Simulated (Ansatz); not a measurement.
Cost and result up the ladder for Zn₆Te₆H₂₂ (34 atoms). Total charge 0; singlet. Geometry: PBE-D4/def2-SVP, loosely relaxed.

```xyz
34

Zn    1.981    1.425   -3.536
Zn    1.054   -3.209    0.695
Zn   -0.150    4.087    1.413
Zn   -0.025   -1.563    2.794
Zn   -1.280    0.299   -0.685
Zn   -1.666   -2.909    0.186
Te    1.003    3.379   -1.344
Te    1.016   -0.451    0.575
Te   -0.779    0.054   -3.248
Te   -0.251   -3.703   -2.069
Te   -2.401    2.272    0.564
Te   -2.697   -1.031    3.001
H     2.159    0.233   -2.519
H     2.086    2.408   -4.736
H     2.275   -4.162    0.690
H     3.624   -2.435   -1.638
H     0.283    2.702    2.036
H    -0.488    5.591    1.198
H     0.792   -2.188    3.971
H     0.518    0.745    4.324
H    -1.765   -1.223   -0.079
H    -0.477   -3.082    1.496
H    -2.966   -3.758    0.393
H     2.399    4.328   -1.441
H     0.192    4.492   -2.307
H     2.399    0.396    1.027
H     3.412   -1.780   -1.988
H    -2.420    0.127   -3.660
H     1.324   -3.101   -1.917
H    -0.693   -1.972   -2.759
H     0.423    1.294    3.786
H    -3.674    2.372   -0.551
H    -2.440   -0.045    4.346
H    -2.765    0.406    1.984
```

Ansatz on 2 threads of AMD EPYC 7R13 on a shared host and a share (18 GiB) of an NVIDIA H100 80GB HBM3. Times are rough, and most runs start from the orbitals of an earlier one. PBE0-D4/def2-TZVP serves as the yardstick here, not as an exact answer. Differences are given only for rows in sets of like size (and for xTB, whose basis is part of the method), since another set adds its own error. Binding counts from free atoms at the same level (Zn singlet, Te triplet, H doublet; other spins of the atoms weren't run), without zero-point energy or a counterpoise term.

In the def2 sets Te takes a core potential; there is no spin–orbit coupling. Correlated methods freeze 78 core orbitals; core or outer-core shells of Te are correlated, in sets that lack core-valence functions. The rows differ in basis, and correlated rows in double-zeta sets carry the largest basis error. Single mean-field runs in def2-SVP, def2-TZVP are fitted with def2-universal-jkfit. In the singlet geometry the species has come apart into loosely held pieces. In the singlet, H16 and H27 lie 0.77 Å apart, H20 and H31 lie 0.77 Å apart (atoms count from 1), so H2 has formed as a molecule.

Correlated methods converge slowly with the basis, most of all in double-zeta sets.

```json
{"level": "r2SCAN-D4/def2-TZVP", "functions": "720", "binding energy per atom (eV)": "1.98", "difference from PBE0-D4/def2-TZVP (eV)": "0.04", "remarks": "loose geometry"}
{"level": "r2SCANh-D4/def2-TZVP", "functions": "720", "binding energy per atom (eV)": "1.97", "difference from PBE0-D4/def2-TZVP (eV)": "0.03", "remarks": "loose geometry"}
{"level": "BHLYP-D4/def2-TZVP (with forces)", "functions": "720", "binding energy per atom (eV)": "1.91", "difference from PBE0-D4/def2-TZVP (eV)": "-0.03", "remarks": "loose geometry"}
{"level": "B97M-V/def2-TZVP", "functions": "720", "binding energy per atom (eV)": "1.95", "difference from PBE0-D4/def2-TZVP (eV)": "0.01", "remarks": "loose geometry"}
{"level": "MP2/def2-SVP", "functions": "452", "binding energy per atom (eV)": "1.75", "difference from PBE0-D4/def2-TZVP (eV)": "–", "remarks": "loose geometry"}
{"level": "PBE0-D4/def2-TZVP", "functions": "720", "binding energy per atom (eV)": "1.94", "difference from PBE0-D4/def2-TZVP (eV)": "0.00", "remarks": "loose geometry"}
{"level": "PBE-D4/def2-TZVP (with forces)", "functions": "720", "binding energy per atom (eV)": "1.96", "difference from PBE0-D4/def2-TZVP (eV)": "0.02", "remarks": "loose geometry"}
{"level": "PBE-D4/def2-SVP", "functions": "452", "binding energy per atom (eV)": "2.00", "difference from PBE0-D4/def2-TZVP (eV)": "–", "remarks": "loose geometry"}
{"level": "PBE0-D4/def2-SVP", "functions": "452", "binding energy per atom (eV)": "1.97", "difference from PBE0-D4/def2-TZVP (eV)": "–", "remarks": "loose geometry"}
```

**Question.** Estimate how long each takes.

**Answer.** PBE-D4/def2-SVP 3.7 s; PBE0-D4/def2-SVP 5.5 s; r2SCANh-D4/def2-TZVP 7.5 s; MP2/def2-SVP 8.5 s; PBE0-D4/def2-TZVP 9.5 s; PBE-D4/def2-TZVP (with forces) 10 s; r2SCAN-D4/def2-TZVP 10 s; BHLYP-D4/def2-TZVP (with forces) 13 s; B97M-V/def2-TZVP 13 s. On shared hardware such times vary by a factor of up to 3.
